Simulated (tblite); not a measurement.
C₇H₁₀O₂Si.
Structure used (GFN2-xTB), in Å, numbered top down from 1:
```
atom  x, y, z in Å
O1     3.7505   -0.4876   -0.0817
C2     2.9437    0.5651    0.4104
C3     1.4765    0.3124    0.1748
C4     0.6536   -0.1273    1.2035
C5    -0.6813   -0.3980    0.9650
C6    -1.2368   -0.2475   -0.3024
Si7   -3.0716   -0.6114   -0.5926
O8    -4.0190    0.4184    0.2399
C9    -0.3981    0.1830   -1.3263
C10    0.9360    0.4609   -1.0962
H11    3.4476   -1.3135    0.3117
H12    3.2721    1.4553   -0.1324
H13    3.1324    0.7179    1.4834
H14    1.0611   -0.2522    2.1981
H15   -1.3082   -0.7321    1.7800
H16   -3.4653   -1.8857   -0.0086
H17   -3.3338   -0.5108   -2.0306
H18   -3.9367    1.3650    0.1596
H19   -0.7997    0.3051   -2.3226
H20    1.5718    0.7937   -1.9040
```

Computed values, GFN2-xTB/tblite, gas phase, harmonic and unscaled. The method is semi-empirical: single wavenumbers can be off by several per cent or more. Modes of hydrogen on silicon can be 10 to 20 % off. One conformer, not necessarily the lowest. The optimisation stopped once no atom felt more than 0.01 eV/Å.

Lowest wavenumbers of the output (negative numbers stand for imaginary wavenumbers):
```
mode    cm-1
  1     -30.1
  2     -18.5
  3      62.0
  4     126.8
  5     172.7
  6     228.6
  7     276.3
  8     304.1
```

Is this structure a minimum?

Not by this Hessian. 1 mode is imaginary beyond 20i (30i cm⁻¹), and 1 more slightly so (18.5i). The curvature is small, so loose convergence or finite differences may be the whole cause.

Which atoms move in the imaginary modes?

30i: O1 (alcohol oxygen) 31 %; 18i: O8 (silanol oxygen) 42 %, O1 (alcohol oxygen) 15 %. These are shares of the mass-weighted motion.

What is the remedy?

Step along such a mode in both directions, optimise again with tighter thresholds and repeat the frequencies. The zero-point energy of this point (93.4 kcal/mol) counts the 52 real modes alone, and thermal corrections from it aren't those of a minimum.

On one thread, Arm Neoverse V1 (aarch64), shared host, this took 0.91 s wall. This covers the Hessian and the dipole derivatives.
